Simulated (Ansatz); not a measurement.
```xyz
12

N     0.0529    0.7499    2.4061
Si    0.9909   -0.4272    1.5598
Ga    0.4891   -0.7140   -0.8078
F     1.5534   -1.8768   -1.6247
Si   -1.1314    0.2565   -2.3325
H     0.2179    1.7304    2.2443
H    -0.9234    0.5788    2.5862
H     2.4214   -0.0339    1.6831
H     0.7839   -1.7410    2.2301
H    -0.7080    1.6428   -2.6832
H    -2.4641    0.3583   -1.6724
H    -1.2827   -0.5237   -3.5889
```

Charge 0, multiplicity 1.

Problem. List the ωB97M-V/def2-TZVPP orbital energies in eV (the Gaussian-basis code of Ansatz). (An estimate is asked.)

Solution. The calculation gave: Occupied: -10153.77, -1807.29, -1806.87, -1257.26, -1111.45, -1111.34, -1111.33, -675.79, -394.39, -154.63, -148.32, -147.99, -107.14, -106.88, -106.84, -102.44, -102.43, -102.43, -102.09, -102.09, -102.08, -33.80, -26.75, -26.16, -26.12, -26.08, -25.93, -25.86, -18.05, -17.75, -16.56, -15.12, -13.68, -13.10, -13.09, -12.38, -12.17, -12.08, -12.00, -10.66, -8.62. Lowest empty: -0.29, 0.89, 1.66, 2.27, 2.71, 2.99, 3.12, 3.46.
